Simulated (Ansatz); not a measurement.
From F to I: the HOMO–LUMO gap

One atom is swapped for its congeners: GeH3F (fluorogermane) `[F][GeH3]`; GeH3Cl (chlorogermane) `[Cl][GeH3]`; GeH3Br `[GeH3][Br]`; GeH3I `[GeH3][I]`. All are singlets with charge 0.

Shapes, held fixed at every level: PBE0-D4/def2-TZVP. Programs: Ansatz 0.2.0. Values in eV.

| level | GeH3F | GeH3Cl | GeH3I |
| --- | --- | --- | --- |
| PBE-D4/def2-TZVPP | 7.10 | 6.18 | 4.54 |
| r2SCAN-D4/def2-TZVPP | 7.89 | 6.88 | 5.09 |
| BHLYP-D4/def2-TZVPP | 11.81 | 10.67 | 8.36 |
| r2SCAN0-D4/def2-TZVPP | 10.04 | 8.92 | 6.86 |
| wB97X-V/def2-TZVPP | 14.10 | 13.04 | 10.79 |
| wB97M-V/def2-TZVPP | 13.69 | 12.66 | 10.47 |

Estimate the column for GeH3Br from its neighbours.

The mean of the neighbours at wB97M-V/def2-TZVPP is 11.57 eV, against 11.74 from the run. All rows: PBE-D4/def2-TZVPP 5.46; r2SCAN-D4/def2-TZVPP 6.09; BHLYP-D4/def2-TZVPP 9.67; r2SCAN0-D4/def2-TZVPP 8.03; wB97X-V/def2-TZVPP 12.09; wB97M-V/def2-TZVPP 11.74 eV. At wB97M-V/def2-TZVPP the HOMO–LUMO gap falls at every step, from 13.69 to 10.47 eV. Every level shows the same order. For atoms past krypton def2 sets carry core potentials with scalar relativity. Relativity is left out for Br, Ge unless named. Orbital gaps aren't excitation energies, and the LUMO depends on the basis.
